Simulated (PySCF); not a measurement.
# Finite-field polarisability of O (oxygen, neutral)

[He] 2s2 2p4, high-spin 3P determinant. Computed with PySCF 2.14 in aug-cc-pCVTZ-DK with one added diffuse shell each of s, p, d, f type (8s7p5d3f, 75 functions), with scalar relativity by spin-free X2C-1e. Frozen: 1s2. Energy changes in a uniform field (μhartree):

```
axis  F (au)        HF       MP2      CCSD   CCSD(T)
   x  0.0066   -99.855  -107.031  -106.942  -108.281
   x  0.0132  -399.616  -428.409  -428.059  -433.438
   y  0.0062   -99.942  -110.892  -112.014  -114.124
   y  0.0124  -400.410  -444.459  -448.976  -457.495
```

By symmetry the remaining axis equals x.

**Question.** Derive α along x at CCSD(T) from the two fields.

**Answer.** With ΔE = −αF²/2 − γF⁴/24, α = −(16 ΔE(F) − ΔE(2F))/(6F²) = 4.970 bohr³.

**Question.** And the mean polarisability at each level?

**Answer.** The components xx, yy, zz at CCSD(T) are 4.970, 5.933, 4.970, the third axis being equal by symmetry to one of the two computed. Means: HF 4.788, MP2 5.197, CCSD 5.214, CCSD(T) 5.291 bohr³. Reference: 5.3 ± 0.2 bohr³ (recommended; Schwerdtfeger and Nagle, table of static dipole polarizabilities (2023 update)).
